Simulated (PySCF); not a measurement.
C₆H₁₁NO₂Si.
Z-matrix (Å and degrees, GFN2-xTB geometry), rows numbered from 1:
```
C 
C   1  1.5201
O   2  1.4040  1  109.29
Si  3  1.6038  2  128.43  1  -171.78
O   4  1.6254  3  109.56  2    51.90
N   4  1.7424  3  103.35  2   171.11
C   6  1.3678  4  128.07  3    16.22
C   7  1.3609  6  109.54  4   176.26
C   8  1.4151  7  106.92  6    -0.47
C   9  1.3610  8  106.68  7     0.14
H   1  1.0867  2  109.89  3   -60.15
H   1  1.0867  2  109.92  3    59.28
H   1  1.0863  2  109.99  3   179.58
H   2  1.0947  1  110.73  3  -120.39
H   2  1.0965  1  110.51  3   119.89
H   4  1.4628  3  113.02  2   -70.24
H   5  0.9525  4  121.99  3   163.20
H   7  1.0707  6  119.74  4    -4.39
H   8  1.0725  7  126.74  6   179.44
H   9  1.0728  8  126.59  7   179.93
H  10  1.0730  6  120.32  4     3.34
```

Definitions: NICS(0) = −σiso at the ring centroid; NICS(1) = −σiso and NICS(1)zz = −σzz at ±1 Å along the ring normal z. Level: GIAO PBE0/pcSseg-1 (PySCF, non-relativistic, gas phase) on the GFN2-xTB geometry, one conformer.

Ring bond lengths (Å), with Mayer bond orders in brackets: N6–C7 1.368 (1.13), C7–C8 1.361 (1.54), C8–C9 1.415 (1.33), C9–C10 1.361 (1.57), C10–N6 1.368 (1.12).

Question: What do the NICS probes read (ppm)?

Answer: 
```
           ring                                               type  NICS(0)  NICS(1), two faces  NICS(1)zz, two faces  rms pucker (Å)  centre to ring atoms, mean (Å)
N6–C7–C8–C9–C10  5-membered ring with N; formal bonds all aromatic    -13.3       -11.2 / -11.3         -29.9 / -29.6            0.00                            1.17
```

Question: What do they say, and how far can they be read as aromaticity?

Answer: 
- N6–C7–C8–C9–C10: mean NICS(1)zz -29.8 ppm, shielded. For a flat ring without four-coordinate atoms the NICS criterion counts such a value as aromatic.

Question: How equal are the bonds by HOMA? HOMA takes Krygowski's 1993 parameters.

Answer: 
- N6–C7–C8–C9–C10: HOMA 0.84; the largest term is that of C8–C9, α(R − Ropt)² = 0.19. The geometric and the magnetic index point the same way.

Question: How shielded are the nuclei of the rings and their hydrogens (means over atoms taken as equivalent)?

Answer: 
```
   atoms                          environment  σ isotropic (ppm)  principal values of the symmetric part, first atom (ppm)
      N6                pyrrole-type nitrogen               78.1                                         14.8, 27.0, 192.4
 C7 (×2)  aromatic CH next to a ring nitrogen               63.6                                        -20.8, 62.3, 140.0
 C8 (×2)                   aromatic CH carbon               70.0                                        -12.1, 62.3, 163.8
H18 (×2)                    aromatic hydrogen              25.03                                          19.5, 25.7, 28.9
H19 (×2)                    aromatic hydrogen              25.15                                          22.6, 25.7, 27.3
```
